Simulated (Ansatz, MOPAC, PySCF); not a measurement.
System: arsine, AsH₃, charge 0, multiplicity 1. SMILES: [AsH3]
Geometry from a B3LYP-D3(BJ)/def2-TZVP (Ansatz, a program for electronic structure) optimisation:
```xyz
4

As     0.0003     0.0002     0.0708
H     -0.7759    -1.0063    -0.7723
H     -0.4876     1.1692    -0.7786
H      1.2523    -0.1682    -0.7839
```

Unscaled harmonic wavenumbers (cm⁻¹) in rising order, each level at the stationary point that it reaches from this structure (no distance between atoms moves by over 0.3 Å); the order of modes can differ between levels, and a negative number is imaginary. B3LYP-D3(BJ)/def2-TZVP (PySCF, at the structure above): 934, 1018, 1018, 2178, 2189, 2189.

PM6 (MOPAC): 987, 1031, 1031, 2318, 2318, 2344. Zero-point energy 14.3 against 13.6 kcal/mol; where all levels lie over 400 cm⁻¹, the wavenumbers are on average 1.046 times those of B3LYP-D3(BJ)/def2-TZVP.

PM7 (MOPAC): 922, 931, 931, 2004, 2004, 2100. Zero-point energy 12.7 against 13.6 kcal/mol; where all levels lie over 400 cm⁻¹, the wavenumbers are on average 0.935 times those of B3LYP-D3(BJ)/def2-TZVP.

HF/6-31G* with LANL2DZ past Ar (Ansatz): 1026, 1145, 1145, 2262, 2294, 2294. Zero-point energy 14.5 against 13.6 kcal/mol; where all levels lie over 400 cm⁻¹, the wavenumbers are on average 1.080 times those of B3LYP-D3(BJ)/def2-TZVP.
